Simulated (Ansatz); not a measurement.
Ba₂O₂, relaxed as a singlet with RKS PBE0-D4/def2-TZVP in Ansatz, starting from the GFN2-xTB geometry. Force threshold 0.02 eV/Å.

In the def2 sets Ba takes a core potential; there is no spin–orbit coupling. The structure holds 1 bond(s) between oxygen atoms. The restricted singlet is unstable towards broken spin symmetry in Hartree–Fock (as tested in another run); at PBE0-D4/def2-TZVP this wasn't settled. Another isomer (singlet) lies 3.53 eV lower at PBE0-D4/def2-TZVP; other spin states weren't run for this one.

Start:

Cartesian coordinates in Å:
```
Ba -0.8443 0.7100 1.4401
Ba 0.6358 0.3110 -1.6687
O 0.7723 -0.3089 0.4064
O -0.5638 -0.7121 -0.1777
```

Estimate the energy that the relaxation releases and the steps that it takes.

1.17 eV, in 4 steps; 6.5 s on 4 threads of Arm Neoverse V1 on a shared host. No frequencies were taken in this run, so the end may be a saddle point.

Does the start keep its bonding and symmetry?

By distances, no bond broke or formed. The bond that changes most is Ba2–O4, from 2.17 to 2.39 Å (atoms count from 1). Point group C2v at the start, C2v at the end, both within 0.05 Å.

Predict the relaxed structure.


| atom | x (Å) | y (Å) | z (Å) |
| --- | --- | --- | --- |
| Ba1 | -0.9371 | 0.8026 | 1.5887 |
| Ba2 | 0.6999 | 0.3620 | -1.8507 |
| O3 | 0.7682 | -0.3861 | 0.4151 |
| O4 | -0.5310 | -0.7785 | -0.1530 |
Bond lengths (bridged metal pairs left out): 4 × Ba–O 2.39 Å; 1 × O–O 1.47 Å.
